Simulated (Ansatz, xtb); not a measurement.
**Relaxing a trial structure of C2H2SiZn2**

The starting geometry of this gas-phase singlet was built from a drawn formula by distance geometry and a force field; its bonds are those of `C=[Si]=[C]1[Zn][Zn]1`.

```xyz
7

C    -1.8292   -1.4096    0.5674
C    -2.0542   -0.2885   -2.5453
Si   -1.9631   -0.8533   -0.9837
Zn   -1.2826    0.4538   -3.9595
Zn   -3.3359   -0.2583   -3.9921
H    -1.6751   -0.7352    1.4261
H    -1.9856   -2.4389    0.8448
```

Problem. Where would you expect an optimisation with r2SCAN-D4/def2-SVP to take it?

Solution. It keeps its bonds, and is `C=[Si]=[C]1[Zn][Zn]1`. Distances that change by over a tenth: C2–Zn4 (1.77 → 1.98 Å), Zn4–Zn5 (2.17 → 2.46 Å).

The energy falls by 0.73 eV over 17 steps:

```csv
step,E − E(last) (eV)
1,0.730
3,0.108
5,0.032
6,0.029
8,0.005
10,0.002
12,0.000
13,0.000
15,0.000
17,0.000
```

Final geometry (Å):

```xyz
7

C    -1.8508   -1.4068    0.5341
C    -2.2171    0.2578   -2.4480
Si   -2.0364   -0.5150   -0.9177
Zn   -1.0042   -0.0617   -3.9848
Zn   -3.4426   -0.3980   -3.8639
H    -1.8733   -0.9144    1.5113
H    -1.7012   -2.4919    0.5267
```

From the same start GFN2-xTB ends elsewhere, differing in C2–Zn5 (2.94 against 1.98 Å here).

The end wasn't checked by frequencies. Run with Ansatz 0.2.0, 56 s on 2 threads of Arm Neoverse V2, on a shared host.
